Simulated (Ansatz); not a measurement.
Relaxation of ClFGaH₂N (6 atoms, charge 0, multiplicity 1), to a largest force component of 0.015 eV/Å in at most 40 steps.

Level of theory: RKS PBE0/def2-SVP (Ansatz 0.2.0).

```xyz
6
Properties=species:S:1:pos:R:3
N 0.115 0.903 0.125
Ga -0.030 -0.767 -0.009
F 1.470 -0.947 0.395
Cl -0.673 -1.892 -0.501
H -0.697 1.219 0.749
H -0.142 1.419 -0.805
```

Problem. Where does it end, and by what steps?

Solution. The run converged. After 15 steps the energy has fallen by 19.348 eV; H5 moved furthest, 1.06 Å. The start is strongly strained (largest force component 65 eV/Å).

| step | energy less start (eV) | largest force component (eV/Å) | accepted |
| --- | --- | --- | --- |
| 0 | 0.0000 | 65.233 | yes |
| 1 | -13.8109 | 16.829 | yes |
| 2 | -17.8498 | 5.806 | yes |
| 3 | -18.9091 | 1.216 | yes |
| 4 | -18.7677 | 2.170 | no |
| 5 | -19.0230 | 0.444 | yes |
| 6 | -19.0402 | 0.153 | yes |
| 7 | -19.0538 | 0.731 | yes |
| 8 | -19.1204 | 0.470 | yes |
| 9 | -19.1555 | 1.423 | yes |
| 10 | -19.2580 | 0.477 | yes |
| 11 | -19.3185 | 0.544 | yes |
| 12 | -19.3333 | 0.235 | yes |
| 13 | -19.3388 | 0.175 | yes |
| 14 | -19.3397 | 0.220 | yes |
| 15 | -19.3478 | 0.009 | yes |

```xyz
6
Properties=species:S:1:pos:R:3
N -0.226 1.011 -0.006
Ga 0.234 -0.715 0.022
F 1.572 -1.224 1.019
Cl -0.746 -2.213 -1.129
H 0.227 1.709 0.569
H -1.019 1.368 -0.521
```

The run took 69 s on 1 thread of Arm Neoverse V1, on a shared host, peak memory 0.19 GiB.
